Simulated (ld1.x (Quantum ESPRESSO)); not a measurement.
## Ni, TM semilocal: configuration errors across variants

```
Element                 : nickel (Ni)
Generator               : ld1.x (Quantum ESPRESSO) 7.5
Type                    : norm-conserving Troullier–Martins (semilocal form)
Functional              : PBEsol
Relativity              : scalar-relativistic
Frozen core             : [Ne]
Valence charge          : 18
Reference configuration : 3s2 3p6 3d8 4s2 4p0
Partial waves           : 3s (bound): rc 1.15 bohr; 3d (bound): rc 1.10 bohr; 3p (bound): rc 1.10 bohr
Local potential         : the p channel
Core correction         : none
```

Occupied shells without a wave of their own: 4s. They enter only through the test configuration that unscreens the potential.

All-electron excitation energies from the reference (eV): (1) 3s2 3p6 3d8 4s1 4p0 9.337; (2) 3s2 3p6 3d8 4s0 4p0 26.597; (3) 3s2 3p6 3d7 4s0 4p0 64.034; (4) 3s1 3p6 3d8 4s2 4p0 119.121; (5) 3s2 3p6 3d9 4s1 4p0 -1.608; (6) 3s2 3p6 3d8 4s0 4p1 15.049; (7) 3s2 3p6 3d8 4s0 4p2 9.542.

In the semilocal form every listed channel keeps its own potential, so the choice of the local channel does not act on these tests. It acts once the file is put into the separable form.

A semilocal file is local in each channel, so a ghost entry of none says nothing of the separable form that plane-wave codes build from it.

For the base: The 4s level has no wave, so the channel is fitted at the deeper level alone: the likely source of the large errors.

2 further variants failed, have other tests or another functional or relativity, and are left out.

The file “base” misses its own reference levels by 0.8 eV. The file “all radii scaled by about 0.91 (s 1.04, p 1.00, d 1.00 bohr)” misses its own reference levels by 0.4 eV. The file “wave 3p (bound): rc 1.10 bohr becomes 3p (bound): rc 1.40 bohr” misses its own reference levels by 0.8 eV. The file “wave 3d (bound): rc 1.10 bohr becomes 3d (bound): rc 1.42 bohr” misses its own reference levels by 0.8 eV.

Errors AE − PS in meV (a dash: test not solved or not reliable):

```tsv
change	(1)	(2)	(3)	(4)	(5)	(6)	(7)	bound ghosts
base	-1025	-2602	-3885	-45	-586	-2121	-1783	none
all radii scaled by about 0.91 (s 1.04, p 1.00, d 1.00 bohr)	-591	-1503	-2259	-4.1	-332	-1212	-1010	none
wave 3p (bound): rc 1.10 bohr becomes 3p (bound): rc 1.40 bohr	-1025	-2602	-3888	-49	-587	-2202	-1893	none
wave 3d (bound): rc 1.10 bohr becomes 3d (bound): rc 1.42 bohr	-1025	-2603	-3938	-238	-599	-2122	-1784	none
```

(1) Give the same row for: type RRKJ, which also changes the form from semilocal to separable; local potential the s channel.

Results:

(1) -1025, -2602, -3845, -28, -573, -1972, -1581; bound ghosts: none.
